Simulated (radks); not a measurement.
Question: Cu V, 25 electrons, occupied as [Ar] 3d7. Method: Dirac Kohn-Sham, BLYP, spin-unpolarised, spherical densities, finite nucleus; open shells fill j = l - 1/2 first; Fermi nuclear charge, rms radius 3.8823 fm; computed with a radial shooting solver on a logarithmic mesh with Libxc functionals.

Spin-orbit splittings of the eigenvalues, e(l+1/2) - e(l-1/2), with zeta = 2 splitting/(2l+1) and mean radii in bohr:

shell  occ.  splitting (eV)  zeta (eV)  <r> j=l-1/2  <r> j=l+1/2
2p        6           20.50      13.67       0.2041       0.2075
3p        6           2.737      1.824       0.7197       0.7290
3d        7               ?          ?       0.8047       0.8083
4p        0          0.3402     0.2268        2.136        2.154

Estimate the 3d splitting.

Answer: 0.3598 eV (zeta = 0.1439 eV).
